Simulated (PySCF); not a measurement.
GeTe under electron impact: the energy ladder

r²SCAN in PySCF with def2-TZVPPD on every atom (core potentials on Te), for the lowest determinant that a PBE0 search found; no spin–orbit coupling.

```
species  state (unpaired electrons)  Re (Å)  ωe (cm⁻¹)  energy of the minimum from the neutral (eV)  De (eV)  dissociates to
   GeTe      singlet (closed shell)   2.342        330                                         0.00     4.50         Ge + Te
  GeTe⁺               doublet (π ↑)   2.491        266                                         9.03     3.55        Ge⁺ + Te
  GeTe⁻               doublet (π ↑)   2.465        265                                        -1.01     3.49        Ge + Te⁻
```

Problem. Work out the lowest energy to break GeTe into atoms, from its vibrational ground state.

Solution. D0 = De − ωe/2 = 4.50 − 0.02 = 4.48 eV (r²SCAN/def2-TZVPPD).

Problem. Work out the ionisation energy of the Ge atom at this level and the threshold of dissociative ionisation.

Solution. IE(Ge) = 9.03 + 3.55 − 4.50 = 8.08 eV, so Ge⁺ + Te + e⁻ appears at D0 + IE(Ge) = 12.56 eV (r²SCAN/def2-TZVPPD). The measured IE(Ge) is 7.899 eV (NIST ASD).

Problem. Work out the electron affinity of the Te atom and the threshold of dissociative attachment.

Solution. EA(Te) = 4.50 − 3.49 − (-1.01) = 2.02 eV, so Ge + Te⁻ needs D0 − EA(Te) = 2.46 eV (r²SCAN/def2-TZVPPD). The measured EA(Te) is 1.971 eV.

Problem. At which energy does ion-pair formation open?

Solution. Ge⁺ + Te⁻ lies at D0 + IE(Ge) − EA(Te) = 10.54 eV (r²SCAN/def2-TZVPPD).

These are thermodynamic thresholds; the onsets seen under electron impact lie higher where the geometry changes, and cross-sections peak well above them.

These are scalar-relativistic numbers at best; spin–orbit coupling would shift them, the dissociation energy most. For an ion De counts to the pair picked by the measured ionisation energies or electron affinities, which need not be the lowest pair at this level. The highest Kohn–Sham level is positive in this anion. Much of that is self-interaction error, but it also means that the finite basis helps to hold the extra electron. States were picked by a PBE0 search and need not be the measured ground states.
